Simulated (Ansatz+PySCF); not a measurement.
Results of a calculation; reference values are marked as such.
## HF → H + F

HF (charge 0, multiplicity 1):
```csv
atom,x (Å),y (Å),z (Å)
H,0.0000,0.0000,-0.8282
F,0.0000,0.0000,0.0920
```

Shapes relaxed with PBE0/def2-SVP. Single points in def2-SVP with Ansatz (development build ahead of 0.2.0), no zero-point energy. Correlated methods freeze no orbital on H to Be, one on B to Mg, five on Al to Zn, nine on Ga to Sr.

```json
{"method": "HF (restricted)", "reaction energy": "4.152 eV"}
{"method": "PBE0 (restricted)", "reaction energy": "5.730 eV"}
{"method": "PBE0 (unrestricted)", "reaction energy": "5.688 eV"}
{"method": "wB97X (restricted)", "reaction energy": "5.798 eV"}
{"method": "wB97X (unrestricted)", "reaction energy": "5.757 eV"}
```

(1) What does HF (unrestricted) give?

## Answers

(1) 4.055 eV.
